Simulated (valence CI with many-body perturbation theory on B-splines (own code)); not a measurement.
Te XX: electric-dipole lines

Calculated by configuration interaction combined with many-body perturbation theory (CI+MBPT): five valence electrons over a frozen Dirac-Fock core [Ar] 3d10, a basis of 9 s, 9 p, 8 d, 6 f, 3 g, 1 h functions for each j, with the one-electron correlation potential Σ1, the two-electron term Σ2, the three-electron term Σ3, Breit, model QED; selected CI, second order for the rest (own B-spline code, finite nucleus).

No measured levels were compared; by estimate levels hold to about 250 cm⁻¹ or 0.2 % of their energy and the worst to 1 %, as in measured heavy ions of charge 2 to 7; those with d or f electrons hold less well. Among the levels kept, up to 300 cm⁻¹ of a level comes from second order outside the variational space, and about a tenth of that is noise between levels of different J, which matters for small intervals.

Lines 101 to 150 of 170 in falling wavelength, among levels below 136.06 eV, chosen from the strongest by gf and those to the six lowest levels. Wavelengths and rates use the calculated energies, so an error of 1000 cm⁻¹ moves a line at 15.36 nm by 0.15 % and its rate by three times that or more. Electric multipoles are in the length gauge, E1 and E2 with the static RPA response of the core. Weak lines are less certain than strong ones. Lines between different terms over intervals too small for the method are left out, as are lines whose strength nearly cancels. The highest levels of a list are the least certain.

Names give the largest LS component (configuration and term), which can be under half, so a name can repeat, a term be missing and a line seem to break the LS rules; names also repeat where a configuration has a term twice. Letters in brackets count levels of one name in rising energy.

| λ vac (nm) | Upper | Lower | A (s⁻¹) | log gf | Branch % |
| --- | --- | --- | --- | --- | --- |
| 15.36 | 4s2 4p2 4d 2P_1/2 [b] | 4s2 4p3 2P°_3/2 | 3.22e+09 | -1.64 | 1.8 |
| 15.32 | 4s2 4p2 4d 4D_5/2 | 4s2 4p3 2D°_5/2 | 9.88e+09 | -0.68 | 19.7 |
| 15.12 | 4s2 4p2 4d 2D_3/2 [b] | 4s2 4p3 2P°_3/2 | 5.64e+08 | -2.11 | 0.2 |
| 15.09 | 4s 4p4 2P_1/2 [b] | 4s2 4p3 2D°_3/2 | 2.00e+10 | -0.86 | 35.0 |
| 15.05 | 4s2 4p2 4d 2P_3/2 [a] | 4s2 4p3 2D°_5/2 | 3.90e+10 | -0.28 | 25.5 |
| 15.00 | 4s2 4p2 4d 4P_3/2 | 4s2 4p3 2P°_1/2 | 8.28e+07 | -2.95 | 0.0 |
| 14.98 | 4s2 4p2 4d 4F_5/2 | 4s2 4p3 4S°_3/2 | 2.28e+10 | -0.34 | 97.1 |
| 14.96 | 4s2 4p2 4d 2D_5/2 [b] | 4s2 4p3 2P°_3/2 | 9.25e+09 | -0.73 | 2.8 |
| 14.96 | 4s2 4p2 4d 4P_1/2 | 4s2 4p3 2P°_1/2 | 3.46e+09 | -1.63 | 1.2 |
| 14.80 | 4s2 4p2 4d 4D_5/2 | 4s2 4p3 2D°_3/2 | 1.46e+10 | -0.54 | 29.1 |
| 14.55 | 4s2 4p2 4d 2P_3/2 [a] | 4s2 4p3 2D°_3/2 | 5.79e+10 | -0.13 | 37.9 |
| 14.53 | 4s2 4p2 4d 2G_7/2 | 4s2 4p3 2D°_5/2 | 3.29e+10 | -0.08 | 100.0 |
| 14.50 | 4s2 4p2 4d 2D_3/2 [a] | 4s2 4p3 2P°_1/2 | 3.53e+10 | -0.35 | 39.5 |
| 14.47 | 4s2 4p2 4d 2D_5/2 [c] | 4s2 4p3 2P°_3/2 | 2.37e+08 | -2.35 | 2.6 |
| 14.46 | 4s2 4p2 4d 4P_5/2 | 4s2 4p3 2D°_5/2 | 3.89e+10 | -0.14 | 13.6 |
| 14.33 | 4s2 4p2 4d 4P_3/2 | 4s2 4p3 2D°_5/2 | 3.62e+10 | -0.35 | 13.1 |
| 14.11 | 4s2 4p2 4d 2P_3/2 [b] | 4s2 4p3 2P°_3/2 | 6.69e+10 | -0.10 | 26.3 |
| 14.07 | 4s2 4p2 4d 2F_5/2 | 4s2 4p3 4S°_3/2 | 1.51e+09 | -1.57 | 57.0 |
| 14.06 | 4s2 4p2 4d 2P_1/2 [a] | 4s2 4p3 2P°_1/2 | 1.65e+11 | -0.01 | 64.8 |
| 14.06 | 4s2 4p2 4d 2S_1/2 | 4s2 4p3 2P°_3/2 | 2.01e+11 | 0.08 | 78.2 |
| 14.00 | 4s2 4p2 4d 4P_5/2 | 4s2 4p3 2D°_3/2 | 2.77e+10 | -0.31 | 9.7 |
| 13.98 | 4s2 4p2 4d 4D_1/2 | 4s2 4p3 4S°_3/2 | 1.08e+08 | -3.20 | 1.2 |
| 13.88 | 4s2 4p2 4d 4P_3/2 | 4s2 4p3 2D°_3/2 | 1.89e+10 | -0.66 | 6.8 |
| 13.87 | 4s2 4p2 4d 2D_3/2 [a] | 4s2 4p3 2D°_5/2 | 2.43e+09 | -1.55 | 2.7 |
| 13.84 | 4s2 4p2 4d 4P_1/2 | 4s2 4p3 2D°_3/2 | 7.31e+09 | -1.38 | 2.6 |
| 13.74 | 4s2 4p2 4d 4D_3/2 | 4s2 4p3 4S°_3/2 | 1.86e+10 | -0.68 | 35.9 |
| 13.61 | 4s2 4p2 4d 2F_7/2 [a] | 4s2 4p3 2D°_5/2 | 3.78e+09 | -1.08 | 100.0 |
| 13.59 | 4s2 4p2 4d 2P_1/2 [b] | 4s2 4p3 2P°_1/2 | 5.27e+10 | -0.53 | 29.7 |
| 13.58 | 4s2 4p2 4d 2D_5/2 [a] | 4s2 4p3 2D°_5/2 | 6.75e+10 | 0.05 | 21.8 |
| 13.46 | 4s2 4p2 4d 2D_3/2 [c] | 4s2 4p3 2P°_3/2 | 1.66e+11 | 0.26 | 55.8 |
| 13.45 | 4s2 4p2 4d 2D_3/2 [a] | 4s2 4p3 2D°_3/2 | 1.47e+09 | -1.80 | 1.6 |
| 13.40 | 4s2 4p2 4d 2D_3/2 [b] | 4s2 4p3 2P°_1/2 | 2.43e+10 | -0.58 | 8.1 |
| 13.38 | 4s 4p4 2P_1/2 [b] | 4s2 4p3 4S°_3/2 | 4.58e+07 | -3.61 | 0.1 |
| 13.23 | 4s2 4p2 4d 2D_5/2 [d] | 4s2 4p3 2P°_3/2 | 3.26e+11 | 0.71 | 93.1 |
| 13.17 | 4s2 4p2 4d 2D_5/2 [a] | 4s2 4p3 2D°_3/2 | 1.35e+11 | 0.32 | 43.5 |
| 13.15 | 4s2 4p2 4d 4D_5/2 | 4s2 4p3 4S°_3/2 | 2.50e+10 | -0.41 | 50.0 |
| 13.08 | 4s2 4p2 4d 2P_1/2 [a] | 4s2 4p3 2D°_3/2 | 5.26e+10 | -0.57 | 20.6 |
| 12.96 | 4s2 4p2 4d 2P_3/2 [a] | 4s2 4p3 4S°_3/2 | 5.19e+10 | -0.28 | 34.0 |
| 12.87 | 4s2 4p2 4d 2D_3/2 [b] | 4s2 4p3 2D°_5/2 | 5.58e+10 | -0.26 | 18.6 |
| 12.76 | 4s2 4p2 4d 2D_5/2 [b] | 4s2 4p3 2D°_5/2 | 1.48e+11 | 0.34 | 44.9 |
| 12.67 | 4s2 4p2 4d 2P_1/2 [b] | 4s2 4p3 2D°_3/2 | 1.21e+11 | -0.24 | 68.0 |
| 12.60 | 4s2 4p2 4d 2P_3/2 [b] | 4s2 4p3 2P°_1/2 | 1.80e+11 | 0.23 | 70.8 |
| 12.56 | 4s2 4p2 4d 2S_1/2 | 4s2 4p3 2P°_1/2 | 6.20e+08 | -2.53 | 0.2 |
| 12.52 | 4s2 4p2 4d 4P_5/2 | 4s2 4p3 4S°_3/2 | 2.20e+11 | 0.49 | 76.7 |
| 12.50 | 4s2 4p2 4d 2D_3/2 [b] | 4s2 4p3 2D°_3/2 | 2.20e+11 | 0.31 | 73.1 |
| 12.42 | 4s2 4p2 4d 4P_3/2 | 4s2 4p3 4S°_3/2 | 2.20e+11 | 0.31 | 79.6 |
| 12.39 | 4s2 4p2 4d 2D_5/2 [b] | 4s2 4p3 2D°_3/2 | 1.68e+11 | 0.37 | 51.1 |
| 12.39 | 4s2 4p2 4d 2D_5/2 [c] | 4s2 4p3 2D°_5/2 | 5.91e+09 | -1.09 | 65.3 |
| 12.39 | 4s2 4p2 4d 4P_1/2 | 4s2 4p3 4S°_3/2 | 2.70e+11 | 0.09 | 95.5 |
| 12.31 | 4s2 4p2 4d 2F_7/2 [b] | 4s2 4p3 2D°_5/2 | 3.88e+11 | 0.85 | 100.0 |
